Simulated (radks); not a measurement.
Values are calculated unless marked as measured or tabulated.
Charge is removed step by step from the 3p level of Cr+, starting from [Ar] 3d5. Code: a radial shooting solver on a logarithmic mesh with Libxc functionals. Model: non-relativistic Kohn-Sham, r2SCAN, spin-unpolarised, spherical densities, point nucleus; meta-GGA in the generalised Kohn-Sham scheme.

removed (e)	E - E(0) (eV)	eigenvalue (eV)	E minus straight line (eV)
0	0.000	-53.557	0.000
0.1	5.423	-54.906	-0.668
0.2	10.983	-56.303	-1.198
0.3	16.685	-57.746	-1.587
0.4	22.533	-59.230	-1.829
0.5	28.532	-60.753	-1.920
0.6	34.685	-62.312	-1.858
0.7	40.996	-63.905	-1.638
0.8	47.467	-65.530	-1.257
0.9	54.103	-67.184	-0.712
1	60.905	-68.867	0.000

Removing the whole electron costs 60.905 eV by Delta-SCF, against 53.557 eV from minus the eigenvalue at the starting occupation. Slater's transition state (half an electron removed) gives 60.753 eV. Integrating minus the eigenvalue over the occupation (Janak's theorem) gives 60.905 eV. The mean slope of the eigenvalue, de/dn, is 15.3 eV per electron.
